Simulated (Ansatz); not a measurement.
cyclo-(AsH)3 (As3H3), relaxed as a singlet with RKS PBE-D4/def2-SVP in Ansatz, starting from the GFN2-xTB geometry. Force threshold 0.02 eV/Å.

Start:

```xyz
6

As   -1.160   -0.209    0.788
As    1.039    0.687    0.589
As   -0.196    0.209   -1.390
H    -0.642   -1.641    0.908
H     0.523    2.128    0.637
H     0.436   -1.174   -1.532
```

```tsv
step	energy (eV)	largest force component (eV/Å)	SCF passes
1	-182524.0486	1.428	16
2	-182524.1583	0.096	20
3	-182524.1584	0.142	19
4	-182524.1628	0.019	19
```

Force components are those of the run's own axes.

End:

```
atom    x (Å)    y (Å)    z (Å)
 As1  -1.2015  -0.2180   0.8107
 As2   1.0851   0.7039   0.6139
 As3  -0.2085   0.2099  -1.4357
  H4  -0.6460  -1.6552   0.9174
  H5   0.5270   2.1449   0.6420
  H6   0.4439  -1.1855  -1.5483
```

By distances, no bond broke or formed. The bond that changes most is As2–As3, from 2.38 to 2.47 Å (atoms count from 1).

No frequencies were taken in this run, so the end may be a saddle point.

It took 2.9 s on 4 threads of Intel Xeon Platinum 8259CL on a shared host.
